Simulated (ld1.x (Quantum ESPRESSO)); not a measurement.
## Varying the TM semilocal potential for Pm (Z = 61)

Base potential:

- Element: Pm (Z = 61)
- Generator: ld1.x (Quantum ESPRESSO) 7.5
- Type: norm-conserving Troullier–Martins (semilocal form)
- Functional: LDA (PZ)
- Relativity: scalar-relativistic
- Frozen core: [Kr] 4d10 4f4
- Valence charge: 11
- Reference configuration: 5s2 5p6 5d1 6s1.75 6p0 (charge +0.25)
- Partial waves: 5s (bound): rc 1.80 bohr; 5p (bound): rc 2.75 bohr; 5d (bound): rc 3.75 bohr
- Local potential: the d channel
- Core correction: none

Occupied shells without a wave of their own: 6s. They enter only through the test configuration that unscreens the potential.

All-electron outer shells of the reference configuration (LDA (PZ), scalar-relativistic, ld1.x):

```csv
shell,level (eV),outermost node (bohr),outermost maximum (bohr)
4d,-130.65,0.29,0.60
5s,-46.78,0.70,1.27
5p,-26.87,0.75,1.44
4f,-9.14,–,0.62
6s,-5.29,1.70,3.45
5d,-4.34,0.85,2.04
6p,-2.42,2.02,4.55
```

Cutoffs, loose and tight: the cutoffs (Ry, on a coarse ladder) from which the occupation-weighted sum of valence levels, in a spherical-Bessel basis at the reference potential, stays within 10 and 1 mRy of its value at 400 Ry. They do not see the model core or the augmentation charge, which bear on the density cutoff. Test errors are all-electron minus pseudo excitation energies from the reference, over the configurations 5s2 5p6 5d1 6s2 6p0; 5s2 5p6 5d1 6s1 6p0; 5s2 5p6 5d1 6s0 6p0; 5s2 5p6 5d1 6s0 6p2; 5s2 5p6 5d0 6s0 6p0; 5s2 5p6 5d0 6s2 6p0; 5s1 5p6 5d1 6s2 6p0. A dash means not determined; rows that change the core or the reference have their own tests. The largest error is taken over the tests solved by every variant that gives reliable tests at all: 5s2 5p6 5d0 6s0 6p0; 5s2 5p6 5d0 6s2 6p0; 5s2 5p6 5d1 6s0 6p0; 5s2 5p6 5d1 6s1 6p0; 5s2 5p6 5d1 6s2 6p0.

Cutoffs are not given where the Bessel-basis levels miss the radial ones by over 6 mRy, ghosts where they miss by over 20 mRy; a channel whose overlap is not positive is not tested.

A semilocal file is local in each channel, so a ghost entry of none says nothing of the separable form that plane-wave codes build from it.

| change | outcome | bound ghosts | largest test error (meV) |
| --- | --- | --- | --- |
| base | generated, misses its reference levels by 0.22 eV | not determined | -894 |
| wave 5s (bound): rc 1.80 bohr becomes 5s (bound): rc 1.30 bohr | generated | not determined | -215 |
| wave 5s (bound): rc 1.80 bohr becomes 5s (bound): rc 1.44 bohr | generated | not determined | -201 |

What comes out with this change to the base: wave 5s (bound): rc 1.80 bohr becomes 5s (bound): rc 2.04 bohr?

outcome: generated, misses its reference levels by 0.58 eV; bound ghosts: not determined; largest test error (meV): -2336.

What comes out with this change to the base: wave 5s (bound): rc 1.80 bohr becomes 5s (bound): rc 2.32 bohr?

outcome: generated, misses its reference levels by 1.31 eV; bound ghosts: not determined; largest test error (meV): no test is counted, since the test run did not reproduce the reference configuration.

What comes out with this change to the base: wave 5s (bound): rc 1.80 bohr becomes 5s (bound): rc 2.60 bohr?

outcome: generated, misses its reference levels by 1.99 eV; bound ghosts: not determined; largest test error (meV): -7266.
